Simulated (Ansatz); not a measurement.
Geometry optimisation, RKS PBE0/def2-SVP in Ansatz 0.2.0.

Input:

```yaml
crystal:
  periodic: [false, false, false]
  atoms:
    - { symbol: Ga, position_ang: [-0.237909, 0.721834, -0.546254] }
    - { symbol: "N", position_ang: [-0.29498, 0.047138, 2.489067] }
    - { symbol: H, position_ang: [-1.02205, -0.428581, 3.013955] }
    - { symbol: H, position_ang: [0.573283, -0.020614, 3.010379] }
    - { symbol: Cl, position_ang: [1.807207, 0.277614, -1.035701] }
    - { symbol: Cl, position_ang: [-1.717701, -0.641049, -1.3001] }
    - { symbol: P, position_ang: [-0.84863, 2.722298, 0.400569] }
    - { symbol: H, position_ang: [-1.84835, 2.13844, 1.234373] }
    - { symbol: H, position_ang: [0.167424, 2.679233, 1.399878] }
    - { symbol: H, position_ang: [-0.547194, 1.051288, 2.415834] }
basis:
  gaussian: { orbitals: def2-SVP }
hamiltonian:
  xc: pbe0
relax:
  f_tol: 0.03
  max_steps: 50
```

Launched with:

```bash
$ ansatz run input.yaml --threads 4 --pin off --max-ram 5120MiB --backend cpu --events-out ev --progress --plain --runs-dir out
```

Where does it end, and by what steps?

It converged. After 9 steps the energy has fallen by 1.068 eV; H3 moved furthest, 0.91 Å. Joined: Ga1–N2 (3.11 → 2.11 Å).

```tsv
step	energy less start (eV)	largest force component (eV/Å)	accepted
0	0.0000	0.952	yes
1	-0.2371	1.403	yes
2	-0.4693	1.933	yes
3	-0.8110	0.600	yes
4	-0.9375	1.356	yes
5	-1.0301	0.454	yes
6	-1.0514	0.272	yes
7	-1.0643	0.132	yes
8	-1.0677	0.044	yes
9	-1.0679	0.006	yes
```

```xyz
10
Properties=species:S:1:pos:R:3
Ga -0.291 0.705 0.167
N -0.232 -0.024 2.141
H -0.885 -0.809 2.195
H 0.713 -0.377 2.307
Cl 1.784 0.187 -0.312
Cl -1.744 -0.765 -0.558
P -0.891 2.947 0.106
H -1.982 2.748 1.011
H 0.023 3.288 1.154
H -0.465 0.649 2.871
```

Whether the end is a true minimum wasn't checked by a vibrational analysis.

Time of the run: 27 s on 4 threads of Arm Neoverse V1 (shared host), peak memory 0.36 GiB.
